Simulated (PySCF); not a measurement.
## Ionisation energy of I⁴⁶⁺ by level of theory

I⁴⁶⁺ [He] 2s2 2p3 (4S) → I⁴⁷⁺ [He] 2s2 2p2 (3P), as a difference of total energies. Calculation: PySCF 2.14, in an even-tempered Gaussian basis (19 s from 23 bohr⁻², ratio 2.2; 12 p from 29 bohr⁻², ratio 2.2; 6 d from 110 bohr⁻², ratio 2.4; 5 f from 170 bohr⁻², ratio 2.4; 4 g from 250 bohr⁻², ratio 2.4); scalar relativity by spin-free X2C-1e. Correlated levels: nothing frozen; virtual orbitals above 40 to 60 times the deepest correlated orbital energy dropped. The calculations carry no spin-orbit coupling.

```
                 method  ionisation energy (eV)
                    UHF                  8184.7
                    LDA                  8179.4
                   PBE0                  8182.0
                 r2SCAN                  8185.3
                r2SCANh                  8185.3
    MP2 (all electrons)                  8184.6
SCS-MP2 (all electrons)                  8184.1
```

Q: Estimate what PBE gives.

A: 8180.6 eV, closest to LDA among the rows shown.

Q: Estimate what PW91 gives.

A: 8181.9 eV, closest to PBE0 among the rows shown.

Spin-orbit coupling is strong in these open shells (close to jj coupling). The scalar numbers leave it out and a first-order estimate fails, so it can dominate the gap to the real levels.

For this ion Breit and QED terms and the two-electron picture change, all absent here, outweigh the differences among the correlated methods.

For comparison: 8044 ± 4 eV (theoretical estimate listed by NIST; NIST Atomic Spectra Database, ionization energies).
